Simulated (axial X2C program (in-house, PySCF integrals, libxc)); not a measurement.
## Correcting the dissociation energy of InH for spin–orbit coupling

A spin-free CCSD(T) curve (one-electron X2C) was computed with an axial X2C code built on PySCF integrals, basis In dyall-cv3z [11s12p9d4f1g], H dyall-v3z [6s2p1d] (cores contracted in-house), for the state M_S = 0, Λ = 0 (closed shell). It gives D0 = 2.660 eV to In + H, which in a spin-free picture are the weighted means of the ground terms.

Correlated methods: 14 electrons correlated (number of frozen shells: In 4 s, 3 p, 1 d; H none), 192 virtual spin orbitals or spinors in MP2, 90 natural virtuals in coupled cluster.

Measured levels of the ground terms (NIST Handbook of Basic Atomic Spectroscopic Data), in cm⁻¹: In 2P: J = 1/2 at 0, J = 3/2 at 2212.6; H 2S: J = 1/2 at 0.

The molecular state has Λ = 0, so it has no first-order lowering.

Problem. How far does each ground level lie under the (2J+1)-weighted mean of its term?

Solution. In: (2 × 0 + 4 × 2212.6)/6 = 1475 cm⁻¹; H: a single level, 0.

Problem. Correct D0.

Solution. D0 = 2.660 + (0 − 1475)/8065.5 = 2.477 eV at CCSD(T) with these spin–orbit terms. The direct two-component run gives 2.501 eV; the difference holds second-order terms in the molecule, scalar two-electron terms, the gap between measured and computed atomic splittings (a 2c atom can miss part of its lowering) and, in coupled cluster, the truncation of each run.

Second-order spin–orbit effects in the molecule, which grow quickly with Z, are left out. The state is a single determinant with fixed occupations, the lowest that a limited PBE0 search found. De is counted from the lowest determinant-based energies of the atoms at the same level, without counterpoise correction. Coupled cluster ran in a truncated set of natural virtual spinors; the MP2 energy of the rest was added. (T) has no such correction and the atoms are truncated less, which lowers De at CCSD(T) by a hundredth of an eV or more.
